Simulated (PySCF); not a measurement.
HfH₄, SMILES [HfH4], multiplicity 1. Geometry optimised at PBE-D3(BJ)/def2-TZVPD. The spin state was assumed, not searched. The def2 effective core potentials stand for the cores of Hf; spin–orbit coupling is left out.

Method: PBE-D3(BJ)/def2-TZVPD (PySCF).

Harmonic wavenumbers (cm⁻¹): 542, 542, 542, 674, 674, 1673, 1673, 1673, 1732. Rotational constants (GHz): 54.74, 54.74, 54.74; symmetry number 12.

### Question
Work out the zero-point energy and the ideal-gas rigid-rotor harmonic-oscillator thermochemistry at 298.15 K and 1 atm.

### Answer
ZPE = ½ Σ hcν = ½ × 9724 cm⁻¹ = 13.90 kcal/mol. H − E(el) = 16.80 kcal/mol. Entropy in cal/(mol K): translation 41.51, rotation 13.28, vibration 2.38, total 57.18. G − E(el) = -0.25 kcal/mol. Cp = 13.33 cal/(mol K).
